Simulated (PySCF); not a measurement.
C5H4F4O2.
Numbering: `[O:1]=[C:2]1[O:3][C@@H:4]([F:5])[C@H:6]1[CH2:7][C:8]([F:9])([F:10])[F:11]` (hydrogens: H12 on C4; H13 on C6; H14, H15 on C7)

Torsions of this conformer, `[O:1]=[C:2]1[O:3][C@@H:4]([F:5])[C@H:6]1[CH2:7][C:8]([F:9])([F:10])[F:11]`: C4–C6–C7–C8 -87°, C6–C7–C8–F9 57°.

The closed-shell ground state was solved at several levels (PySCF, density fitting, gas phase, non-relativistic). Isolated species at its PBE0-D3(BJ)/def2-SVP geometry (one conformer only).

| level | basis functions | HOMO (eV) | LUMO (eV) | gap (eV) | dipole (D) |
| --- | --- | --- | --- | --- | --- |
| B3LYP/pcJ-1 | 337 | -8.59 | -0.83 | 7.76 | 1.70 |
| PBE0/pcSseg-1 | 207 | -8.87 | -0.56 | 8.31 | 1.70 |
| wB97X-D/pcSseg-2 | 452 | -10.77 | 1.23 | 12.00 | 1.68 |

(1) What might wB97X-D/def2-SVPD (270 basis functions) give for the same quantities?

(2) How far do the dipole and the HOMO energy spread over the levels?

Answers

(1) HOMO -10.90 eV, LUMO 1.11 eV, gap 12.01 eV, dipole 1.70 D.

(2) The dipole runs from 1.68 to 1.70 D (mean 1.69 D) and the HOMO from -10.90 to -8.59 eV.
